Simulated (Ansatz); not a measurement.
A structure relaxed at PBE-D4/def2-SVP in Ansatz, charge 0, singlet:

```csv
atom,x (Å),y (Å),z (Å)
B1,-0.249,-0.028,-0.530
B2,0.264,0.060,1.104
B3,1.098,-0.112,-1.592
B4,1.382,-0.028,-0.048
B5,-1.439,0.053,0.458
H6,1.207,-0.185,-2.786
H7,-2.459,0.109,1.088
H8,0.196,0.131,2.306
```

**Question.** Give its formula and point group.

**Answer.** B₅H₃ (the lowest singlet isomer of a short search). Point group Cs (tolerance 0.1 Å).

**Question.** Summarise the bond lengths by kind (pairs closer than 1.2 times the sum of covalent radii, bridged metal pairs left out).

**Answer.** 7 × B–B 1.55 to 1.82 Å; 3 × B–H 1.20 to 1.21 Å.

The structure comes from a short search, and lower isomers may exist.
